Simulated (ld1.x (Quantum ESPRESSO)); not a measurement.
**Scattering properties, ultrasoft potential for Ni**

```
Element                 : Ni
Generator               : ld1.x (Quantum ESPRESSO) 7.5
Type                    : ultrasoft
Functional              : LDA (PZ)
Relativity              : scalar-relativistic
Frozen core             : [Ar]
Valence charge          : 10
Reference configuration : 3d8 4s0.5 4p0 (charge +1.5)
Partial waves           : 4s (bound): rcut 1.65, rcutus 2.05 bohr; 4s channel at 0.7 Ry: rcut 1.65, rcutus 2.05 bohr; 4p (bound, empty): rcut 2.45, rcutus 2.75 bohr; 4p channel at 3.85 Ry: rcut 2.45, rcutus 2.75 bohr; 3d (bound): rcut 1.45, rcutus 1.70 bohr; 3d channel at 0.05 Ry: rcut 1.45, rcutus 1.70 bohr
Local potential         : all-electron potential smoothed inside 1.30 bohr (lloc = -2)
Core correction         : none
Augmentation charge     : built from norm-conserving waves at rcut, not smoothed further
```

The phase is arctan(r·u′/u) with u = r·R(r), unwrapped; energies in Ry, scanned from -4 to 5 Ry. A pole is an energy at which the radial function vanishes at the test radius. The pseudo phase is shifted by a multiple of π to meet the all-electron one at the reference energy, and phase errors are pseudo minus all-electron; the curves can meet again beyond the range given. Levels narrower than the energy grid can be missing from the lists of poles.

**Question.** For each channel, where are the poles, and over which energies does the pseudopotential scatter like the atom?

**Answer.**

```
channel  radius (bohr)  reference energy (Ry)  poles, all-electron  poles, pseudo  unbroken range about the reference energy with phases within 0.05 rad  phase error 1 Ry above the reference energy (rad)
      s           3.00                  -1.30                -0.56          -0.56                                                        the whole range                                             -0.000
      p           3.00                  -0.84                 0.29           0.41                                                              below 1.1                                             +0.018
      d           3.00                  -1.72          -1.68, 1.87    -1.68, 3.30                                                             below -0.7                                             +0.052
```

A Bessel basis up to 400 Ry misses an occupied level by 0.32 Ry, so cutoffs and ghosts were not judged.

Phases in the s channel:

```csv
E (Ry),all-electron,pseudo
-4.00,1.359,1.359
-3.76,1.347,1.347
-3.52,1.333,1.332
-3.28,1.315,1.315
-3.04,1.293,1.293
-2.80,1.264,1.264
-2.56,1.224,1.224
-2.32,1.163,1.163
-2.08,1.058,1.058
-1.84,0.839,0.838
-1.60,0.227,0.227
-1.36,-0.811,-0.811
-1.12,-1.272,-1.272
-0.88,-1.453,-1.453
-0.64,-1.549,-1.549
-0.40,-1.612,-1.612
-0.16,-1.661,-1.662
0.08,-1.706,-1.706
0.32,-1.750,-1.750
0.56,-1.798,-1.798
0.80,-1.859,-1.858
1.04,-1.941,-1.940
1.28,-2.067,-2.064
1.52,-2.288,-2.282
1.76,-2.726,-2.708
2.00,-3.424,-3.393
2.24,-3.960,-3.938
2.48,-4.232,-4.218
2.72,-4.378,-4.367
2.96,-4.466,-4.458
3.20,-4.526,-4.519
3.44,-4.569,-4.562
3.68,-4.602,-4.596
3.92,-4.628,-4.622
4.16,-4.650,-4.645
4.40,-4.669,-4.664
4.64,-4.686,-4.680
4.88,-4.701,-4.696
```
